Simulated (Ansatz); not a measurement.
System: BNH3Br, charge 0, singlet. BNH3Br (SMILES NBBr).
B3LYP-D3(BJ)/def2-TZVP minimum from Ansatz (a first-principles code):
```
B
N 1 1.3817
H 2 1.0068 1 122.13
H 2 1.0073 3 114.43 1 -180.00
H 1 1.1846 2 122.15 3 0.00
Br 1 1.9441 5 118.22 2 180.00
```

Total energies in cc-pVTZ, 18 correlated electrons, 16 frozen orbitals. UHF or UKS for unpaired electrons; spin-orbit terms are left out. Cores are frozen in correlated methods (noble-gas shells, and filled d and f shells in the p block). No relativity. Spin-orbit terms, left out, reach several kcal/mol for Br and I, and more for heavier atoms.

```csv
method,program,energy (Eh),minus CCSDT(Q) (mEh)
HF,Ansatz,-2653.45985,528.41
MP2,Ansatz,-2653.93704,51.23
CCSD,Ansatz,-2653.96658,21.69
CCSD(T),Ansatz,-2653.98668,1.58
CCSDT(Q),Ansatz,-2653.98826,0.00
```

Rough core times of Ansatz's runs on a shared machine: CCSD(T) 20 s, CCSDT(Q) 70 min.
